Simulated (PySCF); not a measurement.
# Spinor energies of Ni⁺ (nickel, charge +1)

Start: [Ar] 3d9; 3d3/2 filled at m_j = -3/2, -1/2, +1/2, +3/2; 3d5/2 filled at m_j = -3/2, -1/2, +1/2, +3/2, +5/2. Calculated with PySCF 2.14 in x2c-TZVPall-2c with one added diffuse shell each of s, p, d type (7s8p5d1f, 63 functions): generalised Hartree-Fock with the X2C-1e Hamiltonian and a Gaussian nucleus; one run each with spin-orbit coupling (SO) switched off, then screened by Boettger's factors.

```csv
spinor shell,electrons,"ε, spin-free (eV)","ε, screened SO (eV)",weight of nominal j (screened SO),"rms radius, screened SO (bohr)"
1s1/2,2,-8405.4,-8405.2,1.000,0.0624
2s1/2,2,-1052.9,-1052.9,1.000,0.265
2p1/2,2,-902.24,-914.49,0.999,0.236
2p3/2,4,-902.24,-896.23,1.000,0.239
3s1/2,2,-138.43,-138.41,1.000,0.800
3p1/2,2,-92.688,-95.331,0.942,0.850
3p3/2,4,-92.688,-91.377,0.971,0.861
3d3/2,4,-20.815,-21.406,0.798,1.19
3d5/2,5,-20.815,-20.347,0.838,1.22
```

| quantity | spin-free | screened SO |
| --- | --- | --- |
| E (hartree) | -1518.76626 | -1518.80158 |
| M_J | 5/2 | 5/2 |
| ⟨J²⟩ | 8.761 | 8.762 |
| ⟨L²⟩ | 6.008 | 6.010 |
| ⟨S²⟩ | 0.753 | 0.754 |

Each row is a mean over spinors that exchange with the open shell spreads, by up to 6.777 eV (3p3/2).

Rows whose weight is well below 1 are mixtures of j = l ± 1/2: exchange outweighs spin-orbit coupling there, and the label is only the starting occupation.

Without spin-orbit coupling the j labels of p, d and f shells carry no meaning; the spin-free column gives the mean over the occupied spinors of each nl shell.
